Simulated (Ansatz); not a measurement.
Geometry optimisation, RKS PBE0/6-31G* in Ansatz.

input.yaml

```yaml
crystal:
  periodic: [false, false, false]
  atoms:
    - { symbol: Al, position_ang: [-0.045622, 0.592702, -0.478569] }
    - { symbol: H, position_ang: [-0.052251, 0.007866, 2.22101] }
    - { symbol: "N", position_ang: [1.557631, 0.075963, -0.9778] }
    - { symbol: H, position_ang: [1.768228, -0.775696, -1.482908] }
    - { symbol: H, position_ang: [2.396065, 0.61596, -0.81419] }
    - { symbol: Cl, position_ang: [-1.742841, -0.564862, -0.93911] }
    - { symbol: O, position_ang: [-0.246585, 2.139552, 0.313089] }
    - { symbol: H, position_ang: [-1.143807, 2.447257, 0.483416] }
    - { symbol: H, position_ang: [-0.10642, 0.668656, 1.966263] }
basis:
  gaussian: { orbitals: "6-31G*" }
hamiltonian:
  xc: pbe0
relax:
  f_tol: 0.03
  max_steps: 50
```

Command:

```bash
$ ansatz run input.yaml --threads 1 --pin off --max-ram 2048MiB --backend cpu --events-out ev --progress --plain --runs-dir out
```

Q: Where does it end, and by what steps?

A: The run converged. The force dipped under the threshold on the way, but the program's further checks kept it going. After 17 steps the energy has fallen by 0.107 eV; H2 moved furthest, 0.98 Å.

| step | energy less start (eV) | largest force component (eV/Å) | accepted |
| --- | --- | --- | --- |
| 0 | 0.0000 | 1.516 | yes |
| 1 | -0.0803 | 0.631 | yes |
| 2 | -0.0877 | 0.345 | yes |
| 3 | -0.0947 | 0.278 | yes |
| 4 | -0.0945 | 0.277 | no |
| 5 | -0.0993 | 0.105 | yes |
| 6 | -0.0988 | 0.264 | no |
| 7 | -0.1004 | 0.023 | yes |
| 8 | -0.1012 | 0.012 | yes |
| 9 | -0.1021 | 0.066 | yes |
| 10 | -0.1028 | 0.183 | yes |
| 11 | -0.1036 | 0.151 | yes |
| 12 | -0.1051 | 0.120 | yes |
| 13 | -0.1058 | 0.095 | yes |
| 14 | -0.1064 | 0.098 | yes |
| 15 | -0.1068 | 0.044 | yes |
| 16 | -0.1069 | 0.016 | yes |
| 17 | -0.1071 | 0.015 | yes |

```xyz
9
Properties=species:S:1:pos:R:3
Al 0.046 0.582 -0.681
H -0.502 0.242 3.060
N 1.626 0.128 -1.309
H 1.806 -0.700 -1.857
H 2.471 0.661 -1.159
Cl -1.624 -0.625 -1.113
O -0.121 1.992 0.263
H -0.982 2.247 0.608
H -0.335 0.680 2.481
```

Whether the end is a true minimum wasn't checked by a vibrational analysis.

Time of the run: 79 s on 1 thread of Arm Neoverse V1 (shared host), peak memory 0.16 GiB.
